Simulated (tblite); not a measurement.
Compound: C₆H₁₀O₂ (charge +1 and doublet state).
SMILES with atom numbers: `[CH3:1][O:2][CH2:3][CH2:4][C+:5]1[CH:6][C@H:7]1[OH:8]` (hydrogens: H9, H10, H11 on C1; H12, H13 on C3; H14, H15 on C4; H16 on C6; H17 on C7; H18 on O8)

Cartesian coordinates in Å at the GFN2-xTB level; atoms count from 1:
```xyz
18
C6H10O2 angstrom
C      3.150    0.027   -0.621
O      2.270    0.534    0.343
C      1.098   -0.149    0.576
C      0.002    0.312   -0.461
C     -1.302   -0.177   -0.113
C     -2.248   -0.825    0.490
C     -2.773   -0.101   -0.714
O     -3.530    0.998   -0.631
H      2.828    0.301   -1.635
H      3.239   -1.062   -0.563
H      4.115    0.500   -0.439
H      0.761    0.130    1.579
H      1.216   -1.237    0.504
H      0.298   -0.056   -1.449
H      0.003    1.407   -0.495
H     -2.605   -1.376    1.328
H     -2.909   -0.581   -1.678
H     -3.623    1.362    0.264
```

All values are computed: GFN2-xTB (tblite) harmonic vibrations without scaling, gas phase. Against measured fundamentals such values can be off by several per cent, at times by over 20. One conformer, not necessarily the lowest. Open shells enter through the occupations alone, without spin polarisation, and single modes of such species can be off by tens of per cent.

Harmonic wavenumbers (cm⁻¹): 44.9, 54.7, 86.4, 97.0, 146.4, 183.6, 303.5, 350.0, 398.8, 443.3, 451.3, 497.3, 649.6, 656.0, 797.8, 875.7, 906.4, 924.6, 949.6, 961.7, 1002.2, 1019.4, 1074.4, 1092.9, 1127.0, 1140.3, 1166.8, 1231.3, 1236.2, 1246.8, 1289.2, 1301.3, 1385.5, 1399.8, 1410.3, 1420.3, 1435.1, 1880.8, 2888.4, 2919.7, 2931.5, 2954.2, 2958.4, 2973.3, 3013.9, 3022.7, 3198.0, 3422.7.

A = 6693, B = 758.8, C = 729.9 MHz; mass 114.068 u (most abundant isotopes); point group C1, symmetry number 1; spin multiplicity 2.

Task: What is the zero-point energy?

Result: ½Σν̃ = 31460 cm⁻¹ = 376.35 kJ/mol.

Task: Entropy at 298.15 K, 1 bar (ideal gas, RRHO, classical rotation)?

Result: Translation 167.93, rotation 120.71, vibration 125.69, spin (R ln 2) 5.76: S = 420.1 J/(mol K).

Task: And Cp and H(298.15 K) − H(0)?

Result: Cp = 152.99 J/(mol K), of which vibrations give 119.73 (their classical limit is 48 R = 399.1); H(298.15 K) − H(0) = 28.66 kJ/mol without the zero-point energy, 18.74 from vibrations.

Task: Blend soft modes into free rotors: weight 1/[1 + (100 cm⁻¹/ν̃)⁴] for the oscillator and the rest for a rotor with moment μB/(μ + B), μ = h/(8π²ν), B = 10⁻⁴⁴ kg m². What vibrational entropy results?

Result: 112.07 J/(mol K) in place of 125.69, which changes −T·S at 298.15 K by +4.06 kJ/mol.

Task: How do the functions run with temperature in this model?

Result: 
| T (K) | S (J/(mol K)) | Cp (J/(mol K)) | H − H(0) (kJ/mol) | G − H(0) (kJ/mol) | ln q(vib) |
| --- | --- | --- | --- | --- | --- |
| 150 | 336.8 | 97.4 | 10.23 | -40.29 | 3.65 |
| 250 | 394.9 | 133.9 | 21.75 | -76.97 | 6.33 |
| 400 | 470.7 | 192.5 | 46.28 | -141.99 | 10.11 |
| 600 | 561.0 | 253.5 | 91.27 | -245.35 | 14.98 |
| 900 | 675.8 | 311.4 | 176.74 | -431.45 | 21.83 |

q(vib) and H(0) count from the zero-point level.

Task: Which modes carry the vibrational entropy at 298.15 K?

Result: 44.9 cm⁻¹: 21.05; 54.7 cm⁻¹: 19.41; 86.4 cm⁻¹: 15.65; 97.0 cm⁻¹: 14.70; 146.4 cm⁻¹: 11.37; 183.6 cm⁻¹: 9.59 J/(mol K); the other 42 give 33.92 together.

Task: What must be added to the electronic energy to get the Gibbs energy at 298.15 K and 1 bar?

Result: ZPE + [H(298.15 K) − H(0)] − T·S = 376.35 + 28.66 − 125.25 = 279.76 kJ/mol.

Hindered rotation and anharmonicity are outside this model. Other conformers, if any are populated, would add a mixing term that is left out. The structure is chiral; the term R ln 2 for an equal mix with its mirror image is left out.
